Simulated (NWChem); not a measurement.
System: C₂H₃O₃, doublet; SMILES COC([O])=O

```xyz
8

C      0.0604    -1.7941     0.0000
O     -0.7149    -0.5733     0.0000
C     -0.0203     0.5533     0.0000
O     -0.6303     1.6616     0.0000
O      1.2283     0.6291     0.0000
H      0.6856    -1.8493     0.8944
H      0.6856    -1.8493    -0.8944
H     -0.6765    -2.5962     0.0000
```
Atoms are numbered in this order, from 1.

All runs: NWChem. Spin-unrestricted. Medium grid unless said otherwise, to which SCAN and Minnesota functionals are sensitive. The geometry was optimised at B3LYP/6-31G* (spherical d), spin-unrestricted. No stability test was run on the SCF state.

For level BP86/def2-SVP:

| Property | Result |
|---|---|
| highest occupied level (eV) | -7.47 |
| lowest empty minus highest occupied level, either spin (eV) | 1.29 |

Task: Estimate the same quantities for level SCAN/def2-SVP.

Result: 
- highest occupied level (eV): -7.89
- lowest empty minus highest occupied level, either spin (eV): 2.08
